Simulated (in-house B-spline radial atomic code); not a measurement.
Atomic self-consistent-field run: Br⁺ (an excited or competing configuration). Method: non-relativistic AM05, spin-polarised, spherical fractional occupations, point nucleus. Calculated with an all-electron radial atomic-structure program (B-spline basis).

Command:
```bash
python run_scf.py task.json out
```
Settings:
```
Z                35
configuration    [Ne] 3s2 3p5 3d10 4s2 4p4 5f1
hamiltonian      nr
method           am05
spin_polarised   True
```

Output (hartree, bohr):
```
 radial grid: 71 intervals, B-splines of order 8, outer radius 102 bohr

 iter        energy (Eh)    residual
    1       -2560.654841    4.03e-01
    2       -2561.859231    2.60e-01
    3       -2563.244858    2.48e-02
    4       -2563.260307    8.10e-03
    5       -2563.262627    2.39e-03
    6       -2563.262655    3.49e-04
    7       -2563.262664    1.45e-04
    8       -2563.262664    1.61e-05
    9       -2563.262664    4.63e-06
   10       -2563.262664    1.64e-06
   11       -2563.262664    8.60e-08

 total energy                     -2563.26266
 kinetic                            2561.2611
 electron-nucleus                  -6093.6616
 Hartree                            1055.5030
 exchange-correlation                -86.3651

 orbital      occ     eigenvalue          <r>       <r^2>       <1/r>     <1/r^2>       r_max
 1s up      1.000      -481.8613    0.0437277  0.00256036     34.4632     2387.44     0.02888
 1s down    1.000      -481.8233    0.0437256  0.00256012     34.4647     2387.63     0.02888
 2s up      1.000       -63.1847     0.193877   0.0442412     7.64091     238.295      0.1631
 2s down    1.000       -63.1562      0.19385   0.0442251     7.64101      238.27      0.1632
 2p up      3.000       -57.1554     0.167177   0.0341447     7.62551     79.2336       0.129
 2p down    3.000       -57.1145     0.167184   0.0341436     7.62462     79.2128      0.1291
 3s up      1.000        -9.7470     0.558204    0.357824     2.54691     39.9266      0.4923
 3s down    1.000        -9.6730     0.558636    0.358353     2.54406     39.8222      0.4925
 3p up      3.000        -7.6266     0.562094    0.369229     2.44178     12.9034      0.4829
 3p down    2.000        -7.5516      0.56261    0.369873     2.43917     12.8769      0.4832
 3d up      5.000        -3.8285     0.569724     0.39827     2.20684     6.31272      0.4248
 3d down    5.000        -3.7593     0.569809    0.398301      2.2067     6.31368      0.4246
 4s up      1.000        -1.5624       1.5537     2.73552    0.856277     5.62063        1.37
 4s down    1.000        -1.4819      1.56157     2.76958    0.853895     5.60778        1.37
 4p up      3.000        -1.0637      1.76152     3.54811    0.746869     1.62293       1.518
 4p down    1.000        -0.9876      1.78605     3.66179    0.738691     1.59326       1.525
 5f up      1.000        -0.0688       14.274     232.642   0.0925689   0.0136708       15.59
```

Cost of the run: 0.3 s on 1 thread of Arm Neoverse V1, with other jobs on the host.
